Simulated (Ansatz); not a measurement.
Reaction (substitution at a C–Sn bond): `[SiH3][CH2][SnH3]` + `[OH][AlH][SiH3]` → `[SiH3]C[O][AlH][SiH3]` + `[SnH4]`

Calculated with Ansatz (gas phase, PBE0-D4/def2-TZVP geometries, no zero-point term in ΔE). CCSD(T)/CBS adds triple-zeta CCSD(T) − MP2 to the extrapolated MP2 energy (def2 sets, frozen cores). Functionals use def2-TZVPP. Elements past krypton have def2 core potentials. For Sn outer-core shells are correlated without core-valence functions, which leaves a few kJ/mol of doubt a bond. Each species was taken in one conformer, which may not be the lowest.

```csv
level,ΔE (kJ/mol)
r2SCAN-D4,97.0
SCS-MP2/def2-QZVPP,113.8
```

(1) What does CCSD(T)/CBS give? (Estimate.)

Largest T1 diagnostic among the species: 0.014.

Results:

(1) The calculation gave: +112.4 kJ/mol. The listed levels differ from it by -15.4, 1.4 kJ/mol.

In def2-TZVPP, CCSD(T) changes the Hartree–Fock value by +12.5 kJ/mol (the triples alone add +0.6 kJ/mol) and MP2 by +25.4 kJ/mol. From PBE to PBE0 (25 % exact exchange), in def2-TZVPP and without D4, ΔE moves by +4.3 kJ/mol.

CCSD(T)/CBS has its own doubt, a few kJ/mol and more with outer-core shells, so smaller differences from it don't rank the levels.
